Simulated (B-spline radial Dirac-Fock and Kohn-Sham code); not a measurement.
X-ray scattering factor of Ce⁵²⁺

System: cerium as Ce⁵²⁺, [He] 2s2 2p2.

The computed values come from a B-spline atomic structure program: relativistic Hartree-Fock (Dirac-Fock) wave functions, averaged over the configuration. f₀ is the Fourier transform of the spherical electron density, S the Waller-Hartree incoherent function, and s = sin θ/λ. The electron scattering factor follows from the Mott-Bethe formula f_e = 0.023934 Å⁻¹·(Z − f₀)/s².

```
s (Å⁻¹)     f₀      S  f_e (Å)
      0  6.000  0.000        –
   0.05  5.999  0.001  497.835
    0.1  5.997  0.005  124.465
   0.15  5.993  0.011   55.322
    0.2  5.987  0.019   31.122
   0.25  5.980  0.030   19.921
    0.3  5.971  0.043   13.836
   0.35  5.961  0.058   10.167
    0.4  5.949  0.076    7.786
   0.45  5.935  0.096    6.154
    0.5  5.920  0.118    4.986
    0.6  5.885  0.169    3.465
    0.7  5.845  0.228    2.548
    0.8  5.798  0.295    1.952
    0.9  5.747  0.369    1.544
      1  5.690  0.450    1.252
    1.1  5.627  0.538    1.036
    1.2  5.561  0.631    0.872
    1.4  5.414  0.833    0.642
    1.6  5.252  1.050    0.493
    1.8  5.078  1.278    0.391
      2  4.894  1.512    0.318
    2.5  4.408  2.094    0.205
      3  3.916  2.632    0.144
    3.5  3.449  3.097    0.107
      4  3.027  3.479    0.082
      5  2.358  4.023    0.053
      6  1.910  4.366    0.037
```

f₀ starts at the number of electrons, 6, and has fallen to half at s ≈ 4.04 Å⁻¹. The sum of ⟨r²⟩ over the electrons is 0.04385 bohr². For an ion f_e diverges as s goes to zero, because of the net charge.
